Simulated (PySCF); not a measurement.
Structure from 2D NMR

Compound of formula C6H7N3. Correlations simulated from computed shifts and the bond graph:

HSQC (one-bond C–H):
| δH | δC |
| --- | --- |
| 8.33 | 140.6 |
| 7.56 | 130.3 |
| 6.98 | 131.9 |
| 6.51 | 124.2 |
| 6.02 | 130.3 |
| 5.64 | 105.1 |
| 5.17 | 105.1 |

COSY cross peaks (H two or three bonds apart, from the bond graph; peaks can be absent where the dihedral angle is near 90°):
| δH | δH |
| --- | --- |
| 7.56 | 6.51 |
| 7.56 | 6.02 |
| 6.98 | 5.64 |
| 6.98 | 5.17 |
| 6.51 | 6.02 |
| 5.64 | 5.17 |

HMBC (two and three bonds, from the bond graph):
| δH | δC |
| --- | --- |
| 8.33 | 154.0, 131.9 |
| 7.56 | 154.0, 124.2 |
| 6.98 | 154.0, 140.6, 105.1 |
| 6.51 | 154.0, 130.3 |
| 6.02 | 154.0, 124.2 |
| 5.64 | 131.9 |
| 5.17 | 131.9 |

Carbons without hydrogens: δ 154.0.

Computed data (PySCF 2.14): coordinates at the GFN2-xTB level, shieldings: GIAO PBE0/pcSseg-1. No relativistic terms, single conformer, no solvent.

Scale: 1H and 13C vs TMS (reference shieldings calculated alike).

Exchangeable hydrogens are left out of these lists.

Assemble the structure.

## Answers

SMILES C=Cc1nncn1C=C.

Atoms are numbered as in `[CH2:1]=[CH:2][c:3]1[n:4][n:5][cH:6][n:7]1[CH:8]=[CH2:9]`. Each H is labelled by its parent atom. Ha(C1) is cis to C3; Ha(C9) is cis to N7; Hb(C1) is trans to C3; Hb(C9) is trans to N7.

δC 154.0 is C3, a substituted aromatic carbon next to a ring nitrogen. δC 140.6 is C6, an aromatic CH between two ring heteroatoms (δH 8.33). δC 131.9 is C8, an alkene CH (δH 6.98). δC 130.3 is C1, a terminal =CH2 carbon (δH 7.56, 6.02). δC 124.2 is C2, an alkene CH (δH 6.51). δC 105.1 is C9, a terminal =CH2 carbon (δH 5.64, 5.17). HMBC from δH 8.33 reaches the proton-free carbon C3. HMBC from δH 7.56 reaches the proton-free carbon C3. HMBC from δH 6.98 reaches the proton-free carbon C3. HMBC from δH 6.51 reaches the proton-free carbon C3. COSY links 7.56–6.51, 7.56–6.02, 6.98–5.64, 6.98–5.17, 6.51–6.02, 5.64–5.17.

The data come from this structure; uniqueness wasn't tested.

Shifts are as computed. Against solution values, carbons near 30 ppm lie about +3 ppm off and those near 130 ppm about +5 ppm. Of 1211 compounds with measured shifts, 218 miss one by over three times the rms of a fit or turn the order of signals round; such compounds aren't used in these exercises.
